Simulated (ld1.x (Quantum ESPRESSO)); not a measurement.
An odd input for ld1.x (Quantum ESPRESSO) 7.5 (nickel)

Command:

```bash
ld1.x < Ni.in > Ni.out
```

Input:

```
&input
   title='Ni', zed=28., rel=1, dft='PBE', iswitch=3,
   config='[Ar] 3d8 4s2 4p0',
   nld=3, rlderiv=2.60, eminld=-7.0, emaxld=5.0, deld=0.02
 /
 &inputp
   pseudotype=3, tm=.true., lloc=-1, rcloc=1.90,
   nlcc=.true., new_core_ps=.true., rcore=0.70,
   file_pseudopw='Ni.UPF', file_wfcaegen='ae.wfc', file_wfcncgen='nc.wfc', file_beta='beta', file_chi='chi', file_wfcusgen='us.wfc'
 /
6
4S  1  0   2.00   0.00  1.90  2.40  0.0
4S  1  0   0.00   2.45  1.90  2.40  0.0
3P  2  1   6.00   0.00  8.00  8.00  0.0
4P  3  1   0.00   0.00  1.10  1.20  0.0
3D  3  2   8.00   0.00  1.40  1.85  0.0
3D  3  2   0.00   0.20  1.40  1.85  0.0
 &test
   configts(1)='3p6 3d8 4s2 4p0'
 /
```

Output (end):

```
     Exc  =    -126.457726 Ry,     -63.228863 Ha,   -1720.545015 eV

     normalization and overlap integrals

     s(1S/1S) =  1.000000  <r> =   0.0541  <r2> =    0.0039  r(max) =   0.0353
     s(2S/2S) =  1.000000  <r> =   0.2449  <r2> =    0.0708  r(max) =   0.2055
     s(2P/2P) =  1.000000  <r> =   0.2153  <r2> =    0.0569  r(max) =   0.1641
     s(3S/3S) =  1.000000  <r> =   0.7400  <r2> =    0.6327  r(max) =   0.6410
     s(3P/3P) =  1.000000  <r> =   0.7785  <r2> =    0.7159  r(max) =   0.6491
     s(3D/3D) =  1.000000  <r> =   1.0109  <r2> =    1.3884  r(max) =   0.6331
     s(4S/4S) =  1.000000  <r> =   2.8073  <r2> =    9.2343  r(max) =   2.2374
     s(4P/4P) =  1.000000  <r> =   4.3854  <r2> =   23.4935  r(max) =   3.1750

     ------------------------ End of All-electron run ------------------------

     --------------------- Generating US pseudopotential ---------------------

      Generating local potential from pseudized AE potential:
      Matching radius rcloc =   1.9000

      Local pseudo, rcloc= 1.902 Estimated cut-off energy=     6.79 Ry

      Computing core charge for nlcc:

       r > 0.71 : true rho core
      Core charge pseudized with two Bessel functions
      Integrated core pseudo-charge :   2.74

      Wfc   4S  rcut= 1.902  Using Troullier-Martins method
      Wfc-us  4S rcutus= 2.382  Estimated cut-off energy=     7.97 Ry

      Wfc   4S  rcut= 1.902  Using Troullier-Martins method
      Wfc-us  4S rcutus= 2.382  Estimated cut-off energy=    15.74 Ry

      Wfc   3P  rcut= 7.907  Using Troullier-Martins method

      Wfc   4P  rcut= 1.097  Using Troullier-Martins method
      Wfc-us  4P rcutus= 1.213  Estimated cut-off energy=   103.95 Ry

 %%%%%%%%%%%%%%%%%%%%%%%%%%%%%%%%%%%%%%%%%%%%%%%%%%%%%%%%%%%%%%%%%%%%%%%%%%%%%%
     Error in routine compute_chi (1):
     phi_in too large before r_c
 %%%%%%%%%%%%%%%%%%%%%%%%%%%%%%%%%%%%%%%%%%%%%%%%%%%%%%%%%%%%%%%%%%%%%%%%%%%%%%

     stopping ...
```

This input was made by a single change from one that runs to its end. What was changed?

The change: radius of 3P set to 8.00 bohr. The program stops during the generation: "compute_chi: phi_in too large before r_c".
